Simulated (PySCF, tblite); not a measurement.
Isomers of C5H8NSi2 (doublet state). Computed values, GFN2-xTB/tblite, gas phase, harmonic and unscaled. Against measured fundamentals such values can be off by several per cent, at times by over 20. Modes of hydrogen on silicon can be 10 to 20 % off. One conformer each. Open shells enter through the occupations alone, without spin polarisation, and single modes of such species can be off by tens of per cent.

Electronic energies: B3LYP/pcH-1 single points on the GFN2-xTB geometries (PySCF, gas phase).

```tsv
SMILES	electronic energy, lowest = 0 (kJ/mol)
N#CC#C[SiH2][CH]C[SiH3]	18.6
N#CC#C[SiH2]CC[SiH2]	20.7
N#CC#C[SiH]CC[SiH3]	0.0
```

Question: How do GFN2-xTB zero-point energies change the relative energies?

Answer: 
```tsv
SMILES	ZPE (kJ/mol)	of it from modes above 1550 cm⁻¹	electronic (kJ/mol)	with ZPE, lowest = 0 (kJ/mol)	lowest mode (cm⁻¹)	rings
N#CC#C[SiH]CC[SiH3]	272.9	151.7	0.0	0.0	20	0
N#CC#C[SiH2][CH]C[SiH3]	261.5	148.6	18.6	7.1	25	0
N#CC#C[SiH2]CC[SiH2]	271.8	152.2	20.7	19.6	12i	0
```

The zero-point energies span 11.4 kJ/mol, from `N#CC#C[SiH2][CH]C[SiH3]` to `N#CC#C[SiH]CC[SiH3]`. Slightly imaginary modes are left out of the zero-point energy: `N#CC#C[SiH2]CC[SiH2]` 12.1i cm⁻¹. The order is unchanged.

Question: And how do the electronic energies of GFN2-xTB itself compare?

Answer: `N#CC#C[SiH]CC[SiH3]` 0.0; `N#CC#C[SiH2][CH]C[SiH3]` 39.4; `N#CC#C[SiH2]CC[SiH2]` 33.3 kJ/mol, lowest = 0. Against the energies above, taken from the same isomer `N#CC#C[SiH]CC[SiH3]`, the largest difference is 20.8 kJ/mol.
